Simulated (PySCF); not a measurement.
# TaSe₂, doublet: data card

All numbers come from UB3LYP in PySCF with Ta def2-SVP with ECP60, Se def2-SVP; scalar-relativistic core potentials, no spin–orbit coupling; density-fitted integrals.

The structure is a minimum.

```json
{
  "Point group": "C2v",
  "Bond lengths": "Ta–Se 2.300 Å (×2)",
  "Bond angles": "Se–Ta–Se 108.4°",
  "Principal quadrupole moments (Buckingham, traceless) about the centre of mass": "-8.39, -0.08, 8.47 D Å",
  "Zero-point energy": "4.7 kJ/mol",
  "Heat capacity Cp at 298.15 K": "54.8 J/(mol K)",
  "Rotational constants": "0.1098, 0.0303, 0.02375 cm⁻¹",
  "Dipole moment": "4.48 D",
  "Rotational symmetry number": "2",
  "Lowest empty level (β)": "-3.58 eV",
  "Entropy at 298.15 K and 1 bar (electronic part: spin only)": "328.8 J/(mol K)",
  "Highest occupied level (α)": "-6.29 eV",
  "Atomisation energy without zero-point energy": "892 kJ/mol",
  "Enthalpy at 298.15 K above 0 K": "13.78 kJ/mol",
  "Principal polarisabilities": "80.7, 87.9, 134.0 bohr³",
  "Spin squared ⟨S²⟩": "0.768"
}
```

Harmonic modes (masses in u: Ta 180.948, Se 79.917):
```csv
symmetry,ω (cm⁻¹),IR (km/mol),μ (u)
a1,106,0.0,90.42
a1,335,2.5,93.54
b2,342,29.8,100.55
```

In C2v the vibrations span 2a1 + b2. Here b1 is antisymmetric to the molecular plane and b2 lies in it.

Charges (e):
```tsv
atom	Mulliken	Löwdin	polar tensor	spin (Mulliken)	Mayer order to Ta1
Ta1	0.38	-0.40	0.88	1.25	–
Se2,3	-0.19	0.20	-0.44	-0.13	2.36
```

Mulliken populations on Ta1 (electrons outside its core potential): s 2.87, p 6.27, d 3.45, f 0.04.

Outer orbital energies (eV). α occupied: -17.36, -8.60, -8.11, -7.86, -7.40, -7.23, -6.32, -6.29; empty: -3.47, -3.42, -2.26, -1.87. β occupied: -17.79, -17.45, -8.53, -8.04, -7.83, -7.35, -7.22, -6.35; empty: -3.58, -2.92, -2.74, -1.95.

Formally Ta is in oxidation state +4, d1, with 1 unpaired electron. The Mulliken spin on Ta is 1.25. The polar-tensor charge on Ta, 0.88, is far below the formal one.

Only a few start shapes were tried, so a lower isomer may exist. Open d and f shells are described by one determinant, and the ground state may have another occupation or spin. Spin–orbit coupling, left out here, can matter for elements this heavy.

The final relaxation and frequency run took 61 s on 2 threads of a shared Arm Neoverse V2 host, with 96 basis functions and 9 gradients; the process peaked at 0.92 GiB.
